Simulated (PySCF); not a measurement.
carbon tetrabromide (CBr₄), SMILES BrC(Br)(Br)Br. Atoms are numbered in the order given.

```xyz
5

Br     1.1170     1.1170     1.1170
C      0.0000     0.0000     0.0000
Br    -1.1170     1.1170    -1.1170
Br    -1.1170    -1.1170     1.1170
Br     1.1170    -1.1170    -1.1170
```
Charge 0, spin multiplicity 1.

Geometry optimised at PBE0-D3(BJ)/def2-SVP.

Level of theory: TDDFT-B3LYP/def2-SVPD (PySCF 2.14.0).

Vertical excitations; the highest root listed may be one member of a degenerate set. Isolated molecule, no solvent. State labels are in the subgroup D2.

**Question.** List the lowest excited states. (An estimate is asked for; the answer gives what the named calculation found.)

**Answer.** 
```csv
state,symmetry,energy (eV),λ (nm),f,main pairs
S1,B3,4.13,300,0.000,HOMO→LUMO (degenerate set)
S2,B2,4.13,300,0.000,HOMO−1→LUMO (degenerate set)
S3,B1,4.13,300,0.000,HOMO−2→LUMO (degenerate set)
S4,B3,5.09,243,0.017,HOMO−3→LUMO (degenerate set)
S5,B2,5.09,243,0.017,HOMO−4→LUMO (degenerate set)
S6,B1,5.09,243,0.017,HOMO−5→LUMO (degenerate set)
S7,A,5.52,225,0.000,"HOMO−6→LUMO, HOMO−2→LUMO+1, HOMO−1→LUMO+2 (degenerate set)"
S8,A,5.52,225,0.000,"HOMO−7→LUMO, HOMO→LUMO+3, HOMO−1→LUMO+2, HOMO−2→LUMO+1 (degenerate set)"
S9,A,5.70,217,0.000,"HOMO−1→LUMO+2 33 %, HOMO−2→LUMO+1 33 %, HOMO→LUMO+3 33 %"
S10,B3,5.71,217,0.019,"HOMO−2→LUMO+2 48 %, HOMO−1→LUMO+1 48 %"
T1,B1,3.77,329,0,HOMO−2→LUMO (degenerate set)
T2,B3,3.77,329,0,HOMO→LUMO (degenerate set)
T3,B2,3.77,329,0,HOMO−1→LUMO (degenerate set)
T4,B2,4.49,276,0,HOMO−4→LUMO 82 %
```
Triplets are in the Tamm–Dancoff approximation, which puts them higher than full response would, so one can lie above its singlet here.
